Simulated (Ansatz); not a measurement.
Gas-phase reaction R1 → P1 + P2, each structure at its B3LYP-D3(BJ)/def2-TZVP stationary point, reached from a drawn start (curvature not checked).
R1, CH3Cl (SMILES CCl) (charge 0, multiplicity 1):
```xyz
5

C     -0.15351    -0.00820    -0.00398
Cl     1.63774     0.08750     0.04252
H     -0.44023    -0.64824    -0.83288
H     -0.49808    -0.42568     0.93725
H     -0.54592     0.99462    -0.14290
```
P1: CH3 (SMILES [CH3]), charge 0, multiplicity 2.
P2: Cl atom, charge 0, multiplicity 2.

P less R. No zero-point or thermal terms; singlets are restricted closed shells; open shells are unrestricted; no spin–orbit coupling.

Frozen-core correlation throughout.

Programs: Ansatz (Gaussian orbitals). All values are computed, each at the level named.

Total energies in hartree:

```json
[
 {"structure": "R1", "PBE/def2-TZVPP": "-499.890885", "PBE0/def2-TZVPP": "-499.935960", "CCSD(T)/cc-pV(Q+d)Z": "-499.604670"},
 {"structure": "P1", "PBE/def2-TZVPP": "-39.788963", "PBE0/def2-TZVPP": "-39.799959", "CCSD(T)/cc-pV(Q+d)Z": "-39.772446"},
 {"structure": "P2", "PBE/def2-TZVPP": "-459.958430", "PBE0/def2-TZVPP": "-459.997429", "CCSD(T)/cc-pV(Q+d)Z": "-459.694492"}
]
```

Question: Work out the reaction energy at each level in eV (1 hartree = 27.21139 eV), and say how far PBE/def2-TZVPP lies from CCSD(T)/cc-pV(Q+d)Z.

Answer: 
- PBE/def2-TZVPP: (-39.788963) + (-459.958430) − (-499.890885) = 0.143492 hartree = 3.905 eV
- PBE0/def2-TZVPP: (-39.799959) + (-459.997429) − (-499.935960) = 0.138572 hartree = 3.771 eV
- CCSD(T)/cc-pV(Q+d)Z: (-39.772446) + (-459.694492) − (-499.604670) = 0.137732 hartree = 3.748 eV
PBE/def2-TZVPP less CCSD(T)/cc-pV(Q+d)Z: 0.157 eV. CCSD(T)/cc-pV(Q+d)Z is the level counted from, the highest shown, and no exact or measured value.

Ansatz is a first-principles code.
